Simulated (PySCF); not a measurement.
In(OH)2(OSiH3) (H₅InO₃Si), SMILES [OH][In]([OH])[O][SiH3].

Coordinates come from a PBE0-D3(BJ)/def2-SVP optimisation. The def2 effective core potentials stand for the cores of In; spin–orbit coupling is left out. One conformer was computed; it need not be the lowest.

These are ωB97X/def2-TZVP in PySCF values and carry that method's errors.

The molecule is in vacuum.

**Question.** Estimate the frontier levels, gap, dipole moment and polarisability. (Estimate from the structure and the level; the computed values follow.)

**Answer.** 
```yaml
highest_occupied_level: -10.85 eV
lowest_empty_level: -0.32 eV
orbital_gap: 10.53 eV
dipole_moment: 3.35 D
quadrupole, principal values (traceless, Buckingham form, about the centre of nuclear charge): -14.98, 4.06, 10.91 D·Å
mean_static_polarisability: 66.9 bohr³ (9.91 Å³)
polarisability_principal_values: 53.5, 68.6, 78.7 bohr³
```
